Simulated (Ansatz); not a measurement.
ClFH₃NOTi, SMILES `[NH2][Ti]([OH])([F])[Cl]`. Charge 0, multiplicity 1. Correlated methods include outer-core shells of Ti, which these sets cover unevenly. Scalar relativity is left out up to krypton.

Z-matrix (Å, degrees):
```
Ti
O 1 1.765
F 1 1.759 2 114.3
N 1 1.854 2 106.6 3 120.4
Cl 1 2.218 2 110.1 3 -120.3
H 2 0.957 1 145.1 3 48.3
H 4 1.010 1 124.3 2 14.5
H 4 1.011 1 124.5 2 -167.5
```

Task: Give the diagnostics of a CCSD(T)/def2-TZVPP run (frozen core, Ansatz 0.2.0). (Estimate.)

Result: The calculation gave: T1 = 0.0240, largest single amplitude 0.040, largest double 0.023, (T) share of the correlation energy 4.7 %, 14 CCSD cycles. The RHF solution is stable towards an unrestricted one. T1 lies over the customary mark of 0.02 for closed shells; compounds of d metals often pass it without a breakdown.
